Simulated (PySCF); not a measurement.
r2SCAN on As (arsenic, neutral), [Ar] 3d10 4s1 4p3 4d1, high-spin 6D determinant (an excited configuration). Calculation: PySCF 2.14, in dyall-av3z (24s17p11d2f, 144 functions); scalar relativity by spin-free X2C-1e.

```
cycle= 1 E= -2260.22223033743  delta_E= -0.0167  |g|= 0.0869  |ddm|= 0.125
cycle= 2 E= -2260.22194061967  delta_E= 0.00029  |g|= 0.114  |ddm|= 0.0395
cycle= 3 E= -2260.22294081179  delta_E= -0.001  |g|= 0.00391  |ddm|= 0.0158
cycle= 4 E= -2260.22294225394  delta_E= -1.44e-06  |g|= 0.000288  |ddm|= 0.00112
cycle= 5 E= -2260.2229422677  delta_E= -1.38e-08  |g|= 8.23e-05  |ddm|= 0.000435
cycle= 6 E= -2260.2229422688  delta_E= -1.1e-09  |g|= 1.2e-05  |ddm|= 5.95e-05
cycle= 7 E= -2260.22294226884  delta_E= -4.59e-11  |g|= 7.52e-07  |ddm|= 1.81e-05
converged SCF energy = -2260.22294226884  <S^2> = 8.7518484  2S+1 = 6.0006161
```

Highest occupied orbital energy: 0.292 eV; ⟨L²⟩ = 6.01; populations by l: s 7.00, p 15.00, d 11.00, f 0.00.

(1) Can this result be used?

Results:

(1) Not for this state. The run converged. The outer electron is Rydberg-like, and this basis confines it to a smaller radius and binds it less than a complete one would. At r2SCAN the highest occupied level has a positive energy, so only the finite basis holds that electron; for this excited configuration the basis is too tight for the outer shell.
